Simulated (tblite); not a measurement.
Compound: C5H9BO2S.
SMILES with atom numbers: `[BH3-:1][S@+:2]([CH3:3])[CH2:4][C:5]#[C:6][C:7](=[O:8])[OH:9]` (hydrogens: H10, H11, H12 on B1; H13, H14, H15 on C3; H16, H17 on C4; H18 on O9)
Bond orders are those of one Lewis drawing.

Computed with GFN2-xTB (tblite), gas phase: L-BFGS steps from a force-field or distance-geometry start until the largest atomic force falls under 0.01 eV/Å.

Step 16: E = -757.5702 eV
```
atom  x, y, z in Å  |  force x, y, z in eV/Å
B1     -2.9216   -1.3134    0.1132   -0.031   0.013   0.001
S2     -1.3740   -0.1814    0.6138   -0.116  -0.166  -0.180
C3     -1.5502    1.2375   -0.5039   -0.024   0.149  -0.013
C4      0.0183   -1.0444   -0.2458    0.146   0.000   0.051
C5      1.2467   -0.3445    0.0060    0.094  -0.020  -0.047
C6      2.2723    0.2416    0.2431    0.021  -0.006   0.038
C7      3.4392    1.0287    0.5538   -0.019  -0.051  -0.059
O8      3.4276    2.2255    0.6717   -0.071   0.067  -0.003
O9      4.5462    0.2904    0.6966   -0.072   0.074  -0.006
H10    -3.8326   -0.6753    0.5340    0.033  -0.056  -0.054
H11    -2.7366   -2.3199    0.7174    0.012   0.059  -0.047
H12    -2.9086   -1.4378   -1.0739    0.115   0.095   0.161
H13    -0.6793    1.8828   -0.4137    0.014  -0.078  -0.018
H14    -2.4329    1.7768   -0.1691    0.013  -0.026  -0.057
H15    -1.6870    0.9072   -1.5322   -0.015  -0.022   0.126
H16     0.0622   -2.0457    0.1948   -0.057   0.086  -0.123
H17    -0.1855   -1.1057   -1.3215   -0.061  -0.012   0.231
H18     5.2870    0.8840    0.9042    0.022  -0.108  -0.001
```

Step 17: E = -757.5775 eV
```
atom  x, y, z in Å  |  force x, y, z in eV/Å
B1     -2.9160   -1.3095    0.1129   -0.016  -0.007   0.010
S2     -1.3714   -0.1818    0.6232   -0.195  -0.100  -0.077
C3     -1.5484    1.2319   -0.5001   -0.008   0.079  -0.007
C4      0.0130   -1.0399   -0.2401    0.140  -0.001   0.022
C5      1.2408   -0.3399    0.0064    0.163  -0.016  -0.041
C6      2.2701    0.2417    0.2398    0.017   0.028   0.040
C7      3.4362    1.0313    0.5506   -0.021   0.034  -0.033
O8      3.4255    2.2287    0.6711   -0.097  -0.004  -0.023
O9      4.5413    0.2930    0.6948   -0.034  -0.012  -0.012
H10    -3.8322   -0.6757    0.5290    0.040  -0.058  -0.057
H11    -2.7333   -2.3204    0.7118    0.002   0.070  -0.053
H12    -2.8863   -1.4242   -1.0744    0.083   0.076   0.146
H13    -0.6772    1.8729   -0.4182    0.090  -0.016  -0.003
H14    -2.4280    1.7770   -0.1756   -0.056   0.002  -0.010
H15    -1.6842    0.8876   -1.5214   -0.032  -0.022   0.035
H16     0.0568   -2.0451    0.1831   -0.031   0.009  -0.026
H17    -0.2040   -1.0981   -1.3097   -0.043   0.010   0.094
H18     5.2885    0.8771    0.9053   -0.003  -0.072  -0.004
```

Step 18: E = -757.5821 eV
```
atom  x, y, z in Å  |  force x, y, z in eV/Å
B1     -2.9117   -1.3066    0.1130    0.001  -0.015   0.016
S2     -1.3732   -0.1839    0.6282   -0.171  -0.019   0.012
C3     -1.5470    1.2293   -0.4975    0.002   0.004   0.003
C4      0.0117   -1.0366   -0.2357    0.077   0.005   0.009
C5      1.2393   -0.3378    0.0054    0.154  -0.025  -0.031
C6      2.2686    0.2430    0.2382    0.026   0.041   0.033
C7      3.4337    1.0327    0.5477   -0.009   0.091  -0.002
O8      3.4227    2.2302    0.6703   -0.095  -0.026  -0.034
O9      4.5372    0.2938    0.6932   -0.008  -0.059  -0.018
H10    -3.8311   -0.6773    0.5242    0.015  -0.039  -0.043
H11    -2.7312   -2.3196    0.7067    0.001   0.044  -0.037
H12    -2.8693   -1.4134   -1.0720    0.054   0.051   0.076
H13    -0.6736    1.8661   -0.4217    0.111   0.011   0.011
H14    -2.4257    1.7768   -0.1800   -0.083   0.027   0.015
H15    -1.6825    0.8727   -1.5129   -0.041  -0.006  -0.030
H16     0.0530   -2.0441    0.1757   -0.004  -0.054   0.039
H17    -0.2176   -1.0910   -1.3001   -0.021   0.016  -0.016
H18     5.2880    0.8720    0.9057   -0.008  -0.047  -0.003
```

Task: Estimate the geometry and energy of step 19. (The exact step hangs on the optimiser's Hessian estimate; all steps are aligned on step 18, rigid shifts and turns removed.)

Result: E = -757.5848 eV, largest force 0.110 eV/Å
```
atom  x, y, z in Å  |  force x, y, z in eV/Å
B1     -2.9087   -1.3048    0.1133    0.013  -0.009   0.014
S2     -1.3774   -0.1856    0.6320   -0.082   0.037   0.047
C3     -1.5460    1.2281   -0.4959   -0.001  -0.027   0.010
C4      0.0121   -1.0345   -0.2327    0.008   0.001   0.008
C5      1.2405   -0.3374    0.0039    0.099  -0.042  -0.021
C6      2.2682    0.2450    0.2378    0.022   0.031   0.021
C7      3.4323    1.0342    0.5457    0.005   0.088   0.015
O8      3.4192    2.2313    0.6693   -0.068  -0.007  -0.032
O9      4.5344    0.2934    0.6919    0.000  -0.053  -0.020
H10    -3.8300   -0.6791    0.5201   -0.020  -0.017  -0.025
H11    -2.7300   -2.3184    0.7027    0.003   0.003  -0.011
H12    -2.8573   -1.4054   -1.0690    0.033   0.028   0.003
H13    -0.6693    1.8618   -0.4238    0.080   0.000   0.018
H14    -2.4256    1.7770   -0.1826   -0.062   0.033   0.017
H15    -1.6821    0.8625   -1.5079   -0.040   0.016  -0.048
H16     0.0506   -2.0442    0.1720    0.014  -0.063   0.063
H17    -0.2267   -1.0855   -1.2944    0.002   0.018  -0.055
H18     5.2871    0.8680    0.9058   -0.005  -0.036  -0.003
```

The energy changes by -0.0027 eV. The first-order estimate −F·Δx gives -0.0039 eV and the mean of the old and new forces, exact on a quadratic surface, -0.0027 eV. The step makes an angle of 67° with the force vector and moves no atom by more than 0.015 Å.

What follows is the cost of the whole relaxation. On Arm Neoverse V1, one thread, shared host with 32 logical CPUs at a one-minute load of 28, this took 0.97 s.
